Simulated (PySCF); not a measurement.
Computed shifts of a molecule C₁₂H₁₀, PBE0/pcSseg-1 in PySCF, GIAO, gas phase, atoms alike by connectivity averaged where their shifts nearly agree, in ppm (number of nuclei): ¹³C: 155.0 (1), 153.3 (2), 147.6 (2), 145.3 (1), 143.8 (2), 140.6 (2), 125.0 (2). ¹H: 7.36 (2), 6.72 (2), 6.54 (2), 6.43 (2), 6.39 (2). References: ¹³C against TMS (σ = 186.3 ppm); ¹H against TMS (σ = 31.56 ppm), references at their B3LYP-D3(BJ)/def2-TZVP geometries, non-relativistic. Geometry: PBE-D3(BJ)/def2-SVP. One conformer was computed; it need not be the lowest.

Q: Identify the compound among the candidates.
A) C#C/C(=C\C=C)c1ccccc1
B) C1=CC=CC(=C2C=CC=C2)C=C1
C) C#C/C=C/C=C/c1ccccc1
D) C#C/C=C(\C=C)c1ccccc1

A: B, C1=CC=CC(=C2C=CC=C2)C=C1
